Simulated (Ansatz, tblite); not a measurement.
Cost and result up the ladder for `[H]/C=C/c1ccc(/C=C/c2cccs2)s1` (24 atoms). The state is a singlet with charge 0. Geometry: r2SCAN-D4/def2-SVP.

Cartesian coordinates in Å:
```
H 3.552 -2.047 -5.420
C 3.338 -1.683 -4.413
C 2.067 -1.494 -4.005
C 1.657 -1.015 -2.700
C 2.420 -0.646 -1.595
C 1.653 -0.228 -0.492
C 0.277 -0.266 -0.722
C -0.825 0.076 0.137
C -0.717 0.527 1.418
C -1.802 0.875 2.293
C -1.705 1.335 3.602
C -2.962 1.593 4.206
C -4.017 1.333 3.361
S -3.483 0.770 1.821
S -0.034 -0.832 -2.339
H 4.194 -1.480 -3.761
H 1.254 -1.716 -4.706
H 3.512 -0.681 -1.596
H 2.085 0.097 0.457
H -1.828 -0.042 -0.292
H 0.278 0.650 1.861
H -0.742 1.475 4.099
H -3.089 1.958 5.227
H -5.084 1.441 3.557
```

Ansatz on 4 threads of Intel Xeon 6975P-C on a shared host; xTB runs through tblite on one thread. Times are rough, summed over both states, and most runs start from the orbitals of an earlier one. PBE0-D4/def2-SVP serves as the yardstick here, not as an exact answer. The other state is a triplet.

The xTB rows come from tblite.

xTB has no spin-polarisation term.

| level | functions | wall time |
| --- | --- | --- |
| GFN2-xTB | 76 | 0.042 s |
| GFN1-xTB | 86 | 0.043 s |
| PBE-D4/def2-SVP | 254 | 6.1 s |
| PBE0-D4/def2-SVP | 254 | 14 s |

(1) Estimate what each level gives for the vertical triplet (eV).

Results:

(1) 
| level | vertical triplet (eV) | difference from PBE0-D4/def2-SVP (eV) |
| --- | --- | --- |
| GFN2-xTB | 1.93 | 0.06 |
| GFN1-xTB | 1.95 | 0.08 |
| PBE-D4/def2-SVP | 1.79 | -0.08 |
| PBE0-D4/def2-SVP | 1.86 | 0.00 |
